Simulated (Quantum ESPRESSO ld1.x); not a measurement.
Values are calculated unless marked as measured or tabulated.
Q: Coherent X-ray form factor from a spherical all-electron density. Code: ld1.x of Quantum ESPRESSO 7.5. Model: scalar-relativistic Kohn-Sham, LDA (Slater exchange, VWN5 correlation), spin-polarised, spherical densities, point nucleus.

sin(theta)/lambda (1/angstrom),f0 (electrons)
0.05,80.110
0.1,77.672
0.15,74.224
0.2,70.319
0.25,66.342
0.3,62.499
0.4,55.531
0.5,49.613
0.6,44.649
0.8,36.827
1,30.749
1.25,24.759
1.5,20.382
2,15.436

The species is in the configuration that NIST lists as its ground one. Which atom or ion scatters so?

A: The bismuth ion Bi2+, [Hg] 6p1. Extrapolating in s^2 from the first two rows gives f0(0) = 80.9, near the electron count 81; among species with that count, the fall with angle is slower the higher Z, and the table is that of Z = 83; from so few rows the species is fixed only to a neighbour or two.
